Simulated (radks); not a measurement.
The numbers below are computed, except where a source is named.
Ionisation of the indium ion In32+, [Ne] 3s2 3p5, to [Ne] 3s2 3p4 as the strength of local exchange is varied. Level of theory: scalar-relativistic Kohn-Sham, Slater X-alpha exchange (alpha = 2/3 is LDA exchange), no correlation, spin-polarised, spherical densities, finite nucleus; open shells are filled with parallel spins first (spin-orbit coupling, left out, can overturn this in heavy ions); Fermi nuclear charge, rms radius 4.6156 fm (a radial shooting solver on a logarithmic mesh with Libxc functionals).

| alpha | E(In32+) (hartree) | exchange (hartree) | IE (eV) | -e of the level emptied (eV) | <r> of it (bohr) |
|---|---|---|---|---|---|
| 0.626 | -5097.28990 | -90.39447 | 2043.5 | 2008.4 (3p) | 0.3070 |
| 0.667 | -5103.23265 | -96.39066 | 2048.4 | 2013.4 (3p) | 0.3067 |
| 0.714 | -5110.05085 | -103.27580 | 2054.1 | 2019.3 (3p) | 0.3062 |
| 0.777 | -5119.19983 | -112.52405 | 2061.6 | 2027.1 (3p) | 0.3057 |
| 0.803 | -5122.97883 | -116.34720 | 2064.8 | 2030.3 (3p) | 0.3054 |
| 1.004 | -5152.25723 | -146.02977 | 2089.1 | 2055.4 (3p) | 0.3036 |
| 1.047 | -5158.53545 | -152.40890 | 2094.3 | 2060.8 (3p) | 0.3033 |

NIST Atomic Spectra Database: 2029 eV (semi-empirical). The central value is not met in this range of alpha. Open shells are spherical and high-spin; term and fine-structure splittings are not resolved. Spin-orbit splitting is averaged out at the scalar-relativistic level.
